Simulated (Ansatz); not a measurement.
A search over several starts for the lowest SCF solution of B4H3⁺ at the given spin, in a small basis.

```yaml
crystal:
  periodic: [false, false, false]
  atoms:
    - {symbol: B, position_ang: [0.728171, -0.106229, -0.713920]}
    - {symbol: B, position_ang: [0.996022, 1.090185, 0.184939]}
    - {symbol: B, position_ang: [-0.413315, 0.060274, 0.405319]}
    - {symbol: B, position_ang: [-0.334416, -1.186867, -0.833223]}
    - {symbol: H, position_ang: [1.338905, 2.037556, 0.784243]}
    - {symbol: H, position_ang: [-1.251310, 0.182431, 1.226961]}
    - {symbol: H, position_ang: [-1.064057, -2.077359, -1.054318]}
basis:
  gaussian: {orbitals: def2-SVP}
total_charge: 1
hamiltonian: {xc: pbe0, dispersion: d4}
output: {orbitals: {seedname: orbitals}}
```

```sh
$ ansatz run in.yaml --threads 4 --pin off --events-out ev --progress --plain --max-ram 3916MiB
```

Output, abridged:

```
Functional definition: PBE0
790 factors; their error is unknown
mean field evaluation 1: about -2730.9697 eV, gradient 3.2e1 eV
mean field evaluation 2: about -2731.7056 eV, gradient 2.8e1 eV
mean field evaluation 4: about -2734.4595 eV, gradient 2.4e0 eV
mean field evaluation 8: about -2734.4644 eV, gradient 2.7e-2 eV
mean field -2734.46445126 eV, -100.4897150970 hartree, gradient 3.9e-5 eV, S^2 0.000000; 0 other end points of the search recorded, 0 dependent functions left out
reference -2734.46447672 eV, -100.4897160330 hartree; 11, 11 occupied and 60, 60 virtual orbitals, 790 factors
Total energy: -2734.54042746 eV, -100.4925071711 hartree
```

It took 0.4 s on 4 threads of Arm Neoverse V1 on a shared host.

The restricted singlet is unstable towards broken spin symmetry in Hartree–Fock (as tested in another run); at PBE0-D4/def2-SVP this wasn't settled. The structure comes from a short search, and lower isomers may exist.
